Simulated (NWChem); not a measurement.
Molecule: diphosphane (P2H4); SMILES PP

Results from NWChem. Pople sets run with spherical d functions. B3LYP is NWChem's, with the RPA form of VWN correlation. Each level has its own optimisation; frequencies are unscaled.

| level | r P–P (Å) | r H–P (Å) | highest harmonic frequency (cm⁻¹) | lowest (cm⁻¹) | zero-point energy (kcal/mol) |
|---|---|---|---|---|---|
| B3LYP/3-21G | 2.405 | 1.447 | 2262 | 96 | 21.2 |
| CAM-B3LYP/def2-SVP | 2.246 | 1.426 | 2444 | 186 | 22.4 |
| B3LYP/6-31G* | ___ | 1.426 | 2408 | ___ | 22.2 |
| PBE0-D3(BJ)/def2-TZVP | 2.227 | 1.422 | 2411 | 83 | 22.0 |

Q: Complete the blanks.

A: 
- B3LYP/6-31G*, r P–P (Å): 2.267
- B3LYP/6-31G*, lowest (cm⁻¹): 100
